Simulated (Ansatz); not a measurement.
AlCl2(OH) (AlCl2OH), relaxed as a singlet with RKS PBE0-D4/def2-TZVP in Ansatz, starting from the GFN2-xTB geometry. Force threshold 0.02 eV/Å.

Start:

```xyz
5

Al    0.1409    0.3314   -0.2792
Cl    0.1672   -0.0188   -2.2781
Cl    0.7072    2.1040    0.5301
O    -0.3603   -0.8667    0.7218
H    -0.6550   -1.5499    1.3054
```

```json
{"step": "1", "energy (eV)": "-33699.3768", "largest force component (eV/Å)": "0.965", "SCF passes": "17"}
{"step": "2", "energy (eV)": "-33699.4274", "largest force component (eV/Å)": "0.139", "SCF passes": "20"}
{"step": "3", "energy (eV)": "-33699.4292", "largest force component (eV/Å)": "0.085", "SCF passes": "22"}
{"step": "4", "energy (eV)": "-33699.4293", "largest force component (eV/Å)": "0.017", "SCF passes": "13"}
{"step": "5", "energy (eV)": "-33699.4293", "largest force component (eV/Å)": "0.009", "SCF passes": "12"}
{"step": "6", "energy (eV)": "-33699.4293", "largest force component (eV/Å)": "0.015", "SCF passes": "12"}
{"step": "7", "energy (eV)": "-33699.4295", "largest force component (eV/Å)": "0.109", "SCF passes": "21"}
{"step": "8", "energy (eV)": "-33699.4304", "largest force component (eV/Å)": "0.280", "SCF passes": "21"}
{"step": "9", "energy (eV)": "-33699.4365", "largest force component (eV/Å)": "1.059", "SCF passes": "19"}
{"step": "10", "energy (eV)": "-33699.4816", "largest force component (eV/Å)": "0.333", "SCF passes": "20"}
{"step": "11", "energy (eV)": "-33699.5441", "largest force component (eV/Å)": "0.316", "SCF passes": "26"}
{"step": "12", "energy (eV)": "-33699.5588", "largest force component (eV/Å)": "0.268", "SCF passes": "19"}
{"step": "13 (rejected)", "energy (eV)": "-33699.5341", "largest force component (eV/Å)": "1.828", "SCF passes": "26"}
{"step": "14", "energy (eV)": "-33699.5744", "largest force component (eV/Å)": "0.190", "SCF passes": "19"}
{"step": "15", "energy (eV)": "-33699.5768", "largest force component (eV/Å)": "0.046", "SCF passes": "20"}
{"step": "16", "energy (eV)": "-33699.5769", "largest force component (eV/Å)": "0.004", "SCF passes": "23"}
```

Force components are those of the run's own axes.

End:

Cartesian coordinates in Å:
```
Al 0.099 0.211 -0.313
Cl 0.221 0.076 -2.375
Cl 0.638 1.976 0.646
O -0.438 -1.126 0.545
H -0.520 -1.137 1.497
```

By distances, no bond broke or formed. The bond that changes most is Al1–Cl3, from 2.03 to 2.08 Å (atoms count from 1).

The force fell under the threshold at step 4, but the optimiser went on and released 0.148 eV more. No frequencies were taken in this run, so the end may be a saddle point.

It took 25 s on 4 threads of Intel Xeon Platinum 8375C on a shared host.
